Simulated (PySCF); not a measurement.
## What each rung costs, and what it gives

Saddle point of BH3OF2, singlet (BHF₂ ([F][BH][F]) + H₂O → BHOF₂ ([OH][B]([F])[F]) + H₂; bonds formed: H2–H5; dative contacts that become bonds: B1–O6; bonds broken: B1–H2, H5–O6), PBE0-D4/def2-TZVP structure:

```json
{"atom": "B1", "x (Å)": "-0.3798", "y (Å)": "-0.3287", "z (Å)": "-0.1462"}
{"atom": "H2", "x (Å)": "0.2736", "y (Å)": "0.1181", "z (Å)": "-1.2793"}
{"atom": "F3", "x (Å)": "-0.4693", "y (Å)": "-1.6586", "z (Å)": "-0.1976"}
{"atom": "F4", "x (Å)": "-1.5078", "y (Å)": "0.3873", "z (Å)": "0.0153"}
{"atom": "H5", "x (Å)": "0.8474", "y (Å)": "0.3849", "z (Å)": "-0.4343"}
{"atom": "O6", "x (Å)": "0.7586", "y (Å)": "0.1580", "z (Å)": "0.7745"}
{"atom": "H7", "x (Å)": "0.4776", "y (Å)": "0.9391", "z (Å)": "1.2675"}
```

Barriers are electronic and count from the start structure reached by relaxing down the imaginary mode.

Computed with PySCF 2.14 with density fitting (its default auxiliary sets; JK sets also for MP2 and CCSD(T)) (basis: as named in each row); correlated methods freeze the cores. B3LYP uses VWN-RPA correlation. Extrapolation: Hartree–Fock as exp(−7.88 √X), correlation as X^−2.97.

Times are rough, for one single point on 4 threads of a shared host (Arm Neoverse V1).

The estimate by CCSD(T) at an estimated basis limit (MP2 extrapolated from triple and quadruple zeta, plus CCSD(T) − MP2 in triple zeta) is 30.18 kcal/mol.

| method | basis | time (s) | barrier (kcal/mol) | method less estimate |
| --- | --- | --- | --- | --- |
| HF | STO-3G | under 1 | 66.18 | 36.00 |
| B3LYP-D4 | 6-31G | 2 | 37.21 | 7.03 |
| MP2 | def2-QZVPP | 3 | 29.15 | -1.03 |
| PBE0-D4 | def2-SVP | 3 | 24.38 | -5.80 |
| PBE-D4 | def2-SVP | 3 | 20.20 | -9.98 |
| SPW92 | def2-TZVPP | 6 | 18.15 | -12.03 |
| PBE0-D4 | def2-TZVPP | 7 | 25.91 | -4.27 |
| BHLYP-D4 | def2-TZVPP | 7 | 32.48 | 2.30 |
| B3LYP-D4 | def2-TZVPP | 8 | 28.45 | -1.73 |
| PBE-D4 | def2-TZVPP | 8 | 22.68 | -7.50 |
| CCSD(T) | def2-SVP | 9 | 30.37 | 0.19 |
| r2SCAN-D4 | def2-TZVPP | 17 | 24.85 | -5.33 |
| wB97M-V | def2-TZVPP | 99 | 28.85 | -1.33 |
| CCSD(T) | def2-TZVPP | 210 | 30.19 | 0.01 |

All methods are single points on the PBE0-D4 structures.

The T1 diagnostic stays at or below 0.013.

The step is the kind of ligand exchange by which a precursor binds to a hydroxyl group, or is hydrolysed, in atomic layer deposition of oxides.

Labels in which every atom is bracketed show which atoms are joined, not bond orders.
